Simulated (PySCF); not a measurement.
## MI for M along group 15

CCSD(T) with triple-zeta basis sets in PySCF, for the lowest determinant that a PBE0 search found; no spin–orbit coupling. De refers to high-spin ground-configuration atoms.

```
 M         basis  reference, frozen orbitals  state (unpaired electrons)  Re (Å)  ωe (cm⁻¹)  De (eV)
 P    def2-TZVPP                      UHF, 9              triplet (π ↑↑)   2.391        365     2.18
As  x2c-TZVPPall                     UHF, 27              triplet (π ↑↑)   2.501        255     2.09
Sb    def2-TZVPP                      UHF, 8              triplet (π ↑↑)   2.698        204     2.10
```

The shortest bond is that of PI (2.391 Å), the longest that of SbI (2.698 Å).

The rows differ in basis set, which adds steps of its own.

Down a group the atoms grow and get heavier, so bonds lengthen and wavenumbers fall; this series shows no clear exception.

Correlated steps freeze the inner cores (8 to 27 orbitals); shallow outer-core shells are correlated. Spin–orbit coupling is left out, which matters for elements this heavy, above all for dissociation energies. States were picked by a PBE0 search and need not be the measured ground states.
